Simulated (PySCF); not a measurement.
SMILES [CH3][Ge]([F])([Cl])[F], B3LYP/def2-SVP optimised geometry.

```
8

C     -0.67     0.62     0.00
Ge     0.03    -1.18     0.00
F      1.76    -1.18     0.00
F     -0.39    -2.02    -1.45
Cl    -0.60    -2.39     1.65
H     -0.41     1.12     0.94
H     -1.76     0.58    -0.10
H     -0.24     1.18    -0.85
```

Density from B3LYP/def2-TZVP (PySCF) at that geometry.

Minimum of the electron density along straight lines between bonded atoms, close to the bond critical point (lines longer than 1.1 times the sum of covalent radii, or with two minima, are not listed):

```csv
bond,length / Å,ρ at the minimum / e bohr⁻³,∇²ρ there / e bohr⁻⁵,position (fraction from the first atom)
C1–Ge2,1.931,?,?,0.52
Ge2–F3,1.732,0.145,0.81,0.48
Ge2–F4,1.732,0.145,0.81,0.48
Ge2–Cl5,2.146,?,0.15,0.43
C1–H6,1.099,0.272,-0.91,0.65
C1–H7,1.099,0.272,-0.91,0.65
C1–H8,1.099,0.272,-0.91,0.65
```

Q: What belongs in the gaps?

A: 
- C1–Ge2, ρ at the minimum / e bohr⁻³: 0.136
- C1–Ge2, ∇²ρ there / e bohr⁻⁵: 0.04
- Ge2–Cl5, ρ at the minimum / e bohr⁻³: 0.108
